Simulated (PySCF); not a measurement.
C₇H₉Br.
Atom-mapped SMILES: `[CH2:1]=[CH:2]/[CH:3]=[CH:4]/[C:5](=[CH2:6])[CH2:7][Br:8]` (hydrogens: H9, H10 on C1; H11 on C2; H12 on C3; H13 on C4; H14, H15 on C6; H16, H17 on C7)

A GFN2-xTB structure was refined with PBE0-D3(BJ)/def2-SVP geometry optimisation, gas phase (PySCF 2.14.0). Its GFN2-xTB values:

| coordinate | GFN2-xTB |
| --- | --- |
| C1=C2 | 1.331 Å |
| C1–H9 | 1.076 Å |
| C1–H10 | 1.078 Å |
| C2–C3 | 1.440 Å |
| C2–H11 | 1.083 Å |
| C3=C4 | 1.342 Å |
| C3–H12 | 1.081 Å |
| C4–C5 | 1.449 Å |
| C4–H13 | 1.083 Å |
| C5=C6 | 1.337 Å |
| C5–C7 | 1.494 Å |
| C6–H14 | 1.077 Å |
| C6–H15 | 1.076 Å |
| C7–Br8 | 1.972 Å |
| C7–H16 | 1.089 Å |
| C1–C2–C3 | 123.3° |
| C2–C3–C4 | 123.1° |
| C3–C4–C5 | 126.6° |
| C4–C5–C6 | 121.0° |
| C4–C5–C7 | 119.2° |
| C5–C7–Br8 | 111.1° |
| C6–C5–C7 | 119.8° |
| C2–C3–C4–C5 | -179° |
| C3–C4–C5–C6 | 178° |
| C4–C5–C7–Br8 | 73° |

Problem. How do these coordinates change at the PBE0-D3(BJ)/def2-SVP level?

Solution. 
```
  coordinate  PBE0-D3(BJ)/def2-SVP (Å or °)  change
      C6–H15                          1.093  +0.017
      C1–H10                          1.094  +0.016
       C1–H9                          1.092  +0.016
      C6–H14                          1.093  +0.016
      C3–H12                          1.096  +0.015
      C2–H11                          1.097  +0.014
      C4–H13                          1.096  +0.013
      C7–Br8                          1.959  -0.013
       C1=C2                          1.342  +0.011
       C5=C6                          1.347  +0.010
      C7–H16                          1.098  +0.009
       C4–C5                          1.457  +0.008
       C2–C3                          1.448  +0.008
       C3=C4                          1.350  +0.008
       C5–C7                          1.495  +0.001
   C5–C7–Br8                          112.7    +1.6
    C1–C2–C3                          124.2    +0.9
    C2–C3–C4                          123.6    +0.5
    C4–C5–C7                          119.7    +0.5
    C3–C4–C5                          126.2    -0.4
    C4–C5–C6                          120.7    -0.3
    C6–C5–C7                          119.6    -0.2
C4–C5–C7–Br8                             74      +1
 C2–C3–C4–C5                            179      -2
 C3–C4–C5–C6                            179      +1
```

The energy falls by 1.3 kcal/mol over 5 energy and gradient evaluations, the largest force component goes from 0.0117 to 2.3e-04 Eh/bohr, and the atoms move by 0.042 Å rms after alignment. Among the bonds, C1–H9, C1–H10, C6–H14 and C6–H15 change most and about equally (+0.016 to +0.017 Å). Bonds longer at the end by more than 0.005 Å: 14 of 16; shorter: 1. Rotational constants go from 1750, 794.2, 574.1 to 1752, 766.8, 558.3 MHz.

The run used 175 basis functions and 33 SCF cycles in all.

No PBE0-D3(BJ)/def2-SVP frequencies stand behind this structure, so it isn't proved a minimum. One conformer, not necessarily the lowest.

The values belong to the conformer `[CH2:1]=[CH:2]/[CH:3]=[CH:4]/[C:5](=[CH2:6])[CH2:7][Br:8]`: C1–C2–C3–C4 180°, C3–C4–C5–C6 179°, C4–C5–C7–Br8 74°.
